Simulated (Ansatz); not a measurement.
Problem. Name a neutral molecule of C, Cl, N, Si and H with HOMO energy (PBE0/def2-TZVPP) between -8.50 and -8.20 eV and HOMO–LUMO gap (PBE0/def2-TZVPP) between 8.00 and 8.30 eV (Ansatz, PBE0-D4/def2-TZVP geometry).

Solution. `N#C[Si](N)(N)Cl` (-8.43 eV, 8.09 eV). Other molecules can fit too; these were computed, each in one conformer that needn't be the lowest.
